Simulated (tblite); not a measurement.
Isomers of C5H6F3O (doublet state). Calculated harmonic vibrations of the isolated species, GFN2-xTB (tblite), most abundant isotopes, no scaling. Errors from tens to a few hundred cm⁻¹ against measured bands are possible. One conformer each. Open shells enter through the occupations alone, without spin polarisation, and single modes of such species can be off by tens of per cent.

Electronic energies: GFN2-xTB at the same geometries; isomer energies are rough at this level and their order can be wrong.

```csv
SMILES,"electronic energy, lowest = 0 (kcal/mol)"
F[C](C(F)F)[C@@H]1CCO1,0.0
F[C](F)[C@@H](F)[C@H]1CCO1,2.5
C=CO[C@H](F)[CH]C(F)F,6.3
C=[C]C[C@H](F)OC(F)F,7.3
```

Task: How do GFN2-xTB zero-point energies change the relative energies?

Result: 
| SMILES | ZPE (kcal/mol) | of it from modes above 1550 cm⁻¹ | electronic (kcal/mol) | with ZPE, lowest = 0 (kcal/mol) | lowest mode (cm⁻¹) | rings |
| --- | --- | --- | --- | --- | --- | --- |
| F[C](C(F)F)[C@@H]1CCO1 | 64.7 | 25.5 | 0.0 | 0.0 | 27 | 1 |
| F[C](F)[C@@H](F)[C@H]1CCO1 | 65.3 | 25.5 | 2.5 | 3.0 | 42 | 1 |
| C=CO[C@H](F)[CH]C(F)F | 62.5 | 28.4 | 6.3 | 4.1 | 18 | 0 |
| C=[C]C[C@H](F)OC(F)F | 62.8 | 27.8 | 7.3 | 5.3 | 35 | 0 |

The zero-point energies span 2.8 kcal/mol, from `C=CO[C@H](F)[CH]C(F)F` to `F[C](F)[C@@H](F)[C@H]1CCO1`. The order is unchanged.

Task: What do entropy and thermal enthalpy add at 298.15 K and 1 bar (rigid rotor, harmonic oscillator, one conformer each)?

Result: 
```json
{"SMILES": "F[C](C(F)F)[C@@H]1CCO1", "point group": "C1", "symmetry number": "1", "S (cal/(mol K))": "100.5", "H − H(0) (kcal/mol)": "6.41", "ZPE + H − H(0) − TS (kcal/mol)": "41.1"}
{"SMILES": "F[C](F)[C@@H](F)[C@H]1CCO1", "point group": "C1", "symmetry number": "1", "S (cal/(mol K))": "96.7", "H − H(0) (kcal/mol)": "6.20", "ZPE + H − H(0) − TS (kcal/mol)": "42.6"}
{"SMILES": "C=[C]C[C@H](F)OC(F)F", "point group": "C1", "symmetry number": "1", "S (cal/(mol K))": "102.8", "H − H(0) (kcal/mol)": "6.89", "ZPE + H − H(0) − TS (kcal/mol)": "39.0"}
```

S holds R ln(2S + 1) for the spin.

Not tabulated: `C=CO[C@H](F)[CH]C(F)F` (lowest mode only 18 cm⁻¹).
